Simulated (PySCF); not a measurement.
**Peak assignment**

Numbering as in the mapped SMILES `[CH2:1]=[CH:2][CH2:3][c:4]1[cH:5][cH:6][cH:7][cH:8][cH:9]1` (H(Xn): hydrogen on atom n). Ha(C1) is cis to C3; Hb(C1) is trans to C3.

How the numbers were obtained: σ from GIAO-B3LYP/pcSseg-1, PBE0-D3(BJ)/def2-SVP structure, in PySCF (non-relativistic Hamiltonian, one conformer, in vacuum, equivalent nuclei averaged).

Scale: $^{13}$C (179.24 ppm) and $^{1}$H (31.38 ppm) vs TMS (reference shieldings calculated alike).

Problem. Assign these signals to the numbered atoms. $^{13}$C{$^{1}$H} NMR (computed): δ 148.8, 146.5, 135.0, 134.3, 132.4, 122.6, 45.8.

Solution. 
| δ (ppm) | atoms | environment | reason |
| --- | --- | --- | --- |
| 148.8 | C2 | alkene CH | the olefinic region |
| 146.5 | C4 | substituted aromatic carbon | – |
| 135.0 | C5/C9 | aromatic CH | the aromatic region |
| 134.3 | C6/C8 | aromatic CH | – |
| 132.4 | C7 | aromatic CH | – |
| 122.6 | C1 | terminal =CH2 carbon | as expected for a trigonal carbon in a double bond |
| 45.8 | C3 | sp3 CH2 on an aromatic ring | aliphatic region, no heteroatom directly attached |

C5/C9 and C6/C8; C6/C8 and C7 lie closer than the usual error of such a calculation, so a measured spectrum could show them in the other order.

Problem. Assign these signals to the numbered atoms. $^{1}$H NMR (500 MHz, computed): δ 7.27 (m, 2H), 7.23 (m, 2H), 7.18 (m, 1H), 5.95 (m, 1H), 5.38 (m, 1H), 5.25 (m, 1H), 3.27 (d, 2H).

Solution. 
7.27 → H(C6)/H(C8), hydrogen on an aromatic CH: the ring current deshields protons in the ring plane
7.23 → H(C5)/H(C9), hydrogen on an aromatic CH
7.18 → H(C7), hydrogen on an aromatic CH
5.95 → H(C2), hydrogen on an alkene CH: olefinic region
5.38 → Ha(C1), hydrogen on a terminal =CH2 carbon: olefinic region
5.25 → Hb(C1), hydrogen on a terminal =CH2 carbon
3.27 → H(C3), hydrogen on an sp3 CH2 on an aromatic ring: benzylic-type position, deshielded by the ring

H(C6)/H(C8) and H(C5)/H(C9); H(C5)/H(C9) and H(C7) lie closer than the usual error of such a calculation, so a measured spectrum could show them in the other order.

Shifts are as computed. Against solution values, carbons near 30 ppm lie about +2 ppm off and those near 130 ppm about +6 ppm. Of 1211 compounds with measured shifts, 218 miss one by over three times the rms of a fit or turn the order of signals round; such compounds aren't used in these exercises. No couplings were computed; multiplicities are counted from neighbouring protons, with m where these are inequivalent, close in shift, in a saturated or five-membered ring or joined by F or P, and br s for small geminal =CH2 splittings.
